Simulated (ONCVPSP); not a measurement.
**silver: one change to an ONCV potential, before and after**

| Item | Value |
| --- | --- |
| Element | Ag (Z = 47) |
| Generator | ONCVPSP 4.0.1 |
| Type | optimised norm-conserving Vanderbilt (ONCV) |
| Functional | LDA (Perdew-Zunger) |
| Relativity | scalar-relativistic |
| Frozen core | [Ar] 3d10 |
| Valence charge | 19 |
| Reference configuration | 4s2 4p6 4d10 5s0.5 (charge +0.5) |
| Partial waves | 4s+5s: rc 1.65 bohr, ncon 4, nbas 7, qcut 7.1 1/bohr, 2 projectors; 4p: rc 1.00 bohr, ncon 4, nbas 7, qcut 7.7 1/bohr, 2 projectors, debl 0.5 Ha; 4d: rc 1.55 bohr, ncon 3, nbas 8, qcut 11.5 1/bohr, 1 projector |
| Local potential | polynomial inside 0.85 bohr (lpopt 5, dvloc0 2 Ha) |
| Core correction | Teter function, fcfact 2.5, rcfact 1.4 |

In the p channel the program set the typed energies aside and used -2.302, 0.250 Ha.

Change: s: rc 1.94.

Cutoffs: the cutoffs (Ha) at which the residual kinetic energy of the hardest occupied pseudo-wave falls to 1 and 0.1 mHa per electron; they do not see the model core or the augmentation charge, which bear on the density cutoff. Errors are all-electron minus pseudo energies relative to the spin-unpolarised reference configuration.

Problem. Predict the effect on cutoff, ghosts and configuration errors.

Solution. The potential gets neither clearly harder nor softer (122 Ha and 148 Ha → 122 Ha and 148 Ha); the p channel sets the loose cutoff, while the largest relative change is in s, which becomes softer; of the 4 tests that both files solve, the error grows in 1 and shrinks in 0 by more than 15 % and 0.3 meV (median size 1.3 → 1.4 meV); neither file shows a bound ghost.

```csv
quantity,base,changed
"cutoff, loose",122 Ha,122 Ha
"cutoff, tight",148 Ha,148 Ha
loose cutoff by channel,"s 18 Ha, p 122 Ha, d 34 Ha","s 9.7 Ha, p 122 Ha, d 34 Ha"
bound ghosts,none,none
GHOST(+) flags under 300 eV,s at 82.0 eV,s at 52.0 eV
"error for 4s2 4p6 4d10 5s1, meV [ΔE -3.19 eV]",+0.6,+0.6
"error for 4s2 4p6 4d10 5s0, meV [ΔE 4.92 eV]",-1.1,-1.2
"error for 4s2 4p6 4d9 5s0, meV [ΔE 27.30 eV]",-1.6,-1.5
"error for 4s1 4p6 4d10 5s1, meV [ΔE 98.90 eV]",-384,-571
p: phases at 1.02 bohr within 0.05 rad from the reference energy up to (Ha; the scan ends near 5),to the end of the scan,to the end of the scan
d: phases at 1.57 bohr within 0.05 rad from the reference energy up to (Ha; the scan ends near 5),3.2,3.2
"rms error of d²Exc/dni dnj with the model core, mHa",0.95,1.42
```
